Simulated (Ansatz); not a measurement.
`C#C[Se][SiH3]` + `[OH][In]([F])[F]` → `[F][In]([F])[O][SiH3]` + `C#C[SeH]` at 600 K and 1 bar (ligand exchange at the Si–Se bond).

Isolated molecules relaxed with PBE0-D4/def2-TZVP in Ansatz; ΔE leaves out vibrations. CBS: MP2 limit from def2 TZ/QZ plus the TZ coupled-cluster correction, frozen cores. def2 core potentials past Kr. For In, Se outer-core shells are correlated without core-valence functions, which leaves a few kJ/mol of doubt a bond. Scalar relativity is left out up to krypton. One conformer a species, not always the lowest.

```
                species  CCSD(T)/CBS energy (Eh)  H − E (kJ/mol)  S (J/(mol·K))
        `C#C[Se][SiH3]`              -2768.23066           170.4          415.0
     `[OH][In]([F])[F]`               -465.24461            87.7          392.5
`[F][In]([F])[O][SiH3]`               -755.56161           148.1          491.8
             `C#C[SeH]`              -2477.92583           103.2          325.9
```

H − E and S are ideal-gas, rigid-rotor, harmonic terms from PBE0-D4/def2-TZVP, for one conformer and one mirror image of each species. 1 Eh = 2625.50 kJ/mol, R = 8.31446 J/(mol·K).

By hand: ΔE, ΔH, ΔS and ΔG.

ΔE = (-755.56161) + (-2477.92583) − (-2768.23066) − (-465.24461) = -0.01217 Eh = -32.0 kJ/mol. Δ(H − E) = 148.1 + 103.2 − 170.4 − 87.7 = -6.8, so ΔH = -38.8 kJ/mol. ΔS = 491.8 + 325.9 − 415.0 − 392.5 = 10.2 J/(mol·K). ΔG = -38.8 − 600 × (10.2)/1000 = -44.9 kJ/mol.

By hand: the equilibrium constant, and the temperature at which ΔG would vanish if ΔH and ΔS stayed fixed.

log₁₀ K = −ΔG/(RT ln 10) = 3.9. ΔH and −TΔS have one sign here, so there is no such temperature.

The number of gas molecules stays the same, so ΔS is small and ΔH decides. A doubt of 5 kJ/mol in ΔE shifts log₁₀ K by 0.4 here. Other conformers and mirror images would add mixing entropy, several J/(mol·K) or more a flexible species. Modes under 60 cm⁻¹, often nearly free rotors, make the harmonic entropy too high. These are equilibria of isolated gas molecules and say nothing of rates. Largest T1 diagnostic: 0.018 (customary marks: 0.02 for closed shells, 0.045 for open ones).

ΔS is within the doubt of such terms, so its sign, and with it that verdict, could turn.
